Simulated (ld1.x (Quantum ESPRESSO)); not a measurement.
## Cs (Z = 55): one change to a TM potential, before and after

- Element: Cs
- Generator: ld1.x (Quantum ESPRESSO) 7.5
- Type: norm-conserving Troullier–Martins (Kleinman–Bylander form)
- Functional: LDA (PZ)
- Relativity: fully relativistic
- Frozen core: [Xe]
- Valence charge: 1
- Reference configuration: 5d0.5 6s0.5 6p0
- Partial waves: 6p (bound, empty): rc 3.75 bohr; 5d (bound): rc 4.20 bohr; 4f channel at 0.45 Ry: rc 4.55 bohr; 6s (bound): rc 3.10 bohr
- Local potential: the s channel
- Core correction: none

Open shells are filled in proportion to 2j + 1 (rel_dist='average').

All-electron outer shells of the reference configuration (LDA (PZ), scalar-relativistic, ld1.x):

```json
{"shell": "5s", "level (eV)": "-26.89", "outermost node (bohr)": "0.82", "outermost maximum (bohr)": "1.54"}
{"shell": "5p", "level (eV)": "-13.61", "outermost node (bohr)": "0.89", "outermost maximum (bohr)": "1.76"}
{"shell": "6s", "level (eV)": "-2.26", "outermost node (bohr)": "2.10", "outermost maximum (bohr)": "4.68"}
{"shell": "6p", "level (eV)": "-0.87", "outermost node (bohr)": "2.61", "outermost maximum (bohr)": "6.81"}
{"shell": "5d", "level (eV)": "-0.54", "outermost node (bohr)": "1.06", "outermost maximum (bohr)": "3.46"}
```

Change: wave 6s (bound): rc 3.10 bohr becomes 6s (bound): rc 4.22 bohr.

Cutoffs: the cutoffs (Ry, on a coarse ladder) from which the occupation-weighted sum of valence levels, in a spherical-Bessel basis at the reference potential, stays within 10 and 1 mRy of its value at 400 Ry; they do not see the model core or the augmentation charge, which bear on the density cutoff. Errors are all-electron minus pseudo energies relative to the spin-unpolarised reference configuration.

**Question.** How do hardness, ghosts and transferability respond?

**Answer.** Both files are so soft that the ladder of cutoffs tells neither apart; both files keep a bound ghost (p); of the 4 tests that both files solve, the error grows in 0 and shrinks in 3 by more than 15 % and 0.3 meV (median size 33.6 → 25.4 meV); the range in which the p3/2 phases agree narrows (upper end 1.5 → 0.2). That the errors move this way runs against the usual rule that smaller radii transfer better.

| quantity | base | changed |
| --- | --- | --- |
| cutoff, loose | 6 Ry | 6 Ry |
| cutoff, tight | 8 Ry | 8 Ry |
| bound ghosts | p1/2, p3/2 | p1/2, p3/2 |
| error for 5d0 6s1 6p0, meV [ΔE -0.87 eV] | +25 | +16 |
| error for 5d0 6s0.5 6p0, meV [ΔE 0.69 eV] | +42 | +35 |
| error for 5d0 6s0 6p1, meV [ΔE 0.61 eV] | +98 | +112 |
| error for 5d1 6s0 6p0, meV [ΔE 0.85 eV] | +21 | +12 |
| s: phases at 4.95 bohr within 0.05 rad from the reference energy up to (Ry; the scan ends near 5) | n/a | n/a |
| p1/2: phases at 4.95 bohr within 0.05 rad from the reference energy up to (Ry; the scan ends near 5) | 1.9 | n/a |
| p3/2: phases at 4.95 bohr within 0.05 rad from the reference energy up to (Ry; the scan ends near 5) | 1.5 | 0.2 |
| d3/2: phases at 4.95 bohr within 0.05 rad from the reference energy up to (Ry; the scan ends near 5) | 0.6 | 0.5 |
| d5/2: phases at 4.95 bohr within 0.05 rad from the reference energy up to (Ry; the scan ends near 5) | 0.6 | 0.6 |
| f5/2: phases at 4.95 bohr within 0.05 rad from the reference energy up to (Ry; the scan ends near 5) | 0.6 | 0.6 |
| f7/2: phases at 4.95 bohr within 0.05 rad from the reference energy up to (Ry; the scan ends near 5) | 0.6 | 0.6 |

Base: The cutoffs count occupied waves only; the empty 6p level needs 12 Ry at the loose tolerance. Changed file: The cutoffs count occupied waves only; the empty 6p level needs 12 Ry at the loose tolerance. A true bound ghost makes a file unfit for plane-wave use even where its test errors are small: the radial tests pick states by their node count and pass the ghost by.
